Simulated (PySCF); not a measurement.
C5H3Br, SMILES C(=C=CC#C)Br. Geometry optimised at PBE-D3(BJ)/def2-SVP. This is a generated structure with no PubChem entry under its InChIKey; it may be hypothetical.

### Question
Give the equilibrium geometry at PBE-D3(BJ)/def2-SVP (PySCF confirms it by a frequency run) as Cartesian coordinates in Å. (An estimate is asked for; the answer gives what the named calculation found.)

### Answer

```xyz
9

C      3.8926    -0.8738     0.9992
C      2.9959    -0.0747     0.7531
C      1.9861     0.8823     0.4548
C      0.6783     0.6740     0.5964
C     -0.6103     0.4812     0.7235
Br    -1.6993    -0.2147    -0.6887
H      4.6749    -1.5871     1.2182
H      2.3249     1.8707     0.0826
H     -1.1810     0.6954     1.6410
```
Charge 0, spin multiplicity 1.
